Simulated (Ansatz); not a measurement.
Reaction (formal exchange of groups at a Zr–Cl bond): `C[NH][Zr]([Cl])([NH]C)[NH]C` + `FCC1CO1` → `C[NH][Zr]([F])([NH]C)[NH]C` + `ClCC1CO1`

Program: Ansatz. Geometries: PBE0-D4/def2-TZVP. ΔE: electronic, gas phase. CCSD(T)/CBS is the MP2 limit (def2-TZVPP, def2-QZVPP) plus CCSD(T) − MP2 in def2-TZVPP, frozen cores. Functionals use def2-TZVPP. def2 core potentials past Kr. For Zr outer-core shells are correlated without core-valence functions, which leaves a few kJ/mol of doubt a bond. One conformer a species, not always the lowest.

```
           level  ΔE (kJ/mol)  difference from CCSD(T)/CBS
     LDA (SPW92)        -23.4                         -1.0
         PBE0-D4        -20.1                          2.3
      r2SCANh-D4        -18.9                          3.5
             PBE        -27.9                         -5.5
          revPBE        -29.1                         -6.7
            PBE0        -21.5                          0.9
       CAM-B3LYP        -24.3                         -1.9
CCSD(T)/def2-SVP        -16.9                          5.5
   HF/def2-TZVPP         -7.2                         15.2
 CCSD/def2-TZVPP        -18.2                          4.2
     CCSD(T)/CBS        -22.4                            0
```

Largest T1 diagnostic among the species: 0.016.

Leaving LDA and LC-ωPBE aside and taking each functional with its dispersion term where it has one, the values, not all of them listed here, spread over 15.7 kJ/mol, from revPBE-D4 to BHLYP-D4. LDA lies +4.5 kJ/mol from PBE without D4. In def2-TZVPP, CCSD(T) changes the Hartree–Fock value by −11.5 kJ/mol (the triples alone add −0.5 kJ/mol) and MP2 by −14.3 kJ/mol. From PBE to PBE0 (25 % exact exchange), in def2-TZVPP and without D4, ΔE moves by +6.4 kJ/mol.

CCSD(T)/CBS has its own doubt, a few kJ/mol and more with outer-core shells, so smaller differences from it don't rank the levels.
